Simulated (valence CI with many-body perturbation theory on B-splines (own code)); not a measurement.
Sm⁵⁶⁺: magnetic and hyperfine properties of the levels

Computed by relativistic CI+MBPT: four valence electrons over a frozen Dirac-Fock core [He], a basis of 11 s, 11 p, 10 d, 8 f, 5 g, 2 h functions for each j, with the one-electron correlation potential Σ1 (screened to all orders), the two-electron term Σ2, the three-electron term Σ3, Breit, model QED; selected single and double excitations, second order for the rest, scaled by the run's own slope (own B-spline code, finite nucleus).

No measured spectrum was set against this ion. As an estimate, large intervals hold to a few tenths of a per cent, small ones and those within an open d or f shell to about a per cent. Among the levels kept, up to 900 cm⁻¹ of a level comes from second order outside the variational space, and about a tenth of that is noise between levels of different J, which matters for small intervals.

A/g_I is the dipole constant over the nuclear g factor μ/I (μ in nuclear magnetons, uniformly magnetised nucleus), B/Q the quadrupole constant per barn. Both hold the static response of the core; the bare values leave it out. Large factors of s and p1/2 electrons are usually good to 5 to 10 %; those of open d and f shells near neutrality can be off by tens of per cent, and small factors of p3/2, d and f electrons come from cancelling terms and can be off by a factor of two or in sign, in half-filled shells by more. B is blank for J = 1/2, where it vanishes, and for nearly pure S terms. Energies count from the lowest level. Levels with J = 0 are left out.

Levels are named by their leading jj configuration (3d3/2^4 stands for four electrons in 3d with j = 3/2), which in mixed levels can hold well under half, so a name can repeat and another be missing. Letters in brackets count levels of one name in rising energy.

```
                     Level  E (Ry)      g  A/g_I (MHz)  A/g_I bare  B/Q (MHz/b)  B/Q bare
    (2s^2 2p1/2 2p3/2) J=1   45.97  1.478      -280000     -261000       459000    460000
    (2s^2 2p1/2 2p3/2) J=2   47.23  1.152      1220000     1230000       838000    840000
    (2s 2p1/2^2 2p3/2) J=2   62.76  1.530      3010000     2990000       854000    855000
    (2s 2p1/2^2 2p3/2) J=1   67.98  1.102     -2070000    -2020000       552000    553000
        (2s^2 2p3/2^2) J=2   94.38  1.297       482000      493000        77800     77900
(2s 2p1/2 2p3/2^2) J=2 [a]  107.12  1.550      2190000     2180000       223000    223000
    (2s 2p1/2 2p3/2^2) J=3  110.03  1.306      2690000     2680000        -1620     -1650
(2s 2p1/2 2p3/2^2) J=1 [a]  114.76  1.300     -2100000    -2050000      -384000   -384000
(2s 2p1/2 2p3/2^2) J=2 [b]  115.51  1.060      -127000     -102000      -153000   -153000
(2s 2p1/2 2p3/2^2) J=1 [b]  115.75  1.322      6320000     6250000       202000    202000
     (2p1/2^2 2p3/2^2) J=2  133.37  1.321       444000      467000        72600     72700
          (2s 2p3/2^3) J=2  159.25  1.425      3070000     3040000      -933000   -934000
          (2s 2p3/2^3) J=1  164.27  1.178     -2120000    -2060000      -367000   -367000
       (2p1/2 2p3/2^3) J=1  180.19  1.478      -313000     -278000      -455000   -456000
       (2p1/2 2p3/2^3) J=2  181.48  1.128      1220000     1230000      -987000   -988000
       (2s^2 2p1/2 3s) J=1  507.48  1.314      3320000     3300000       -12800    -12800
    (2s^2 2p1/2 3p1/2) J=1  512.28  0.645      2290000     2270000        -3110     -3110
       (2s 2p1/2^2 3s) J=1  522.20  2.004      6440000     6370000        16600     16700
    (2s^2 2p1/2 3p3/2) J=2  527.24  1.153       983000      982000       259000    260000
    (2s^2 2p1/2 3p3/2) J=1  527.49  1.535      -252000     -247000       118000    119000
    (2s 2p1/2^2 3p1/2) J=1  527.83  1.368      5710000     5650000        -4010     -4010
    (2s^2 2p1/2 3d3/2) J=2  531.18  0.749       945000      941000        57100     57600
    (2s^2 2p1/2 3d3/2) J=1  532.94  0.840      -637000     -634000        18900     19100
    (2s^2 2p1/2 3d5/2) J=2  535.83  1.282      -510000     -508000        49200     49600
    (2s^2 2p1/2 3d5/2) J=3  536.08  1.100       613000      610000        43500     44100
    (2s 2p1/2^2 3p3/2) J=2  542.53  1.517      2730000     2710000       254000    254000
    (2s 2p1/2^2 3p3/2) J=1  542.88  1.123     -2490000    -2460000       135000    135000
    (2s 2p1/2^2 3d3/2) J=1  546.42  0.455     -2580000    -2550000        21500     21800
    (2s 2p1/2^2 3d3/2) J=2  546.81  1.137      2620000     2590000        43000     43400
    (2s 2p1/2^2 3d5/2) J=3  550.90  1.344      1810000     1790000        37400     37900
    (2s 2p1/2^2 3d5/2) J=2  552.06  1.017     -1630000    -1610000        31500     31900
```

(1) Take the isotope of mass number 149, with I = 7/2, μ = -0.6677 μN and Q = 0.075 b. What is the hyperfine structure of (2s^2 2p3/2^2) J=2?

## Answers

(1) From the table A = -92000 MHz, B = 5830 MHz. Shifts from the centre of gravity in MHz: F = 3/2: 831000, F = 5/2: 599000, F = 7/2: 274000, F = 9/2: -140000, F = 11/2: -643000.
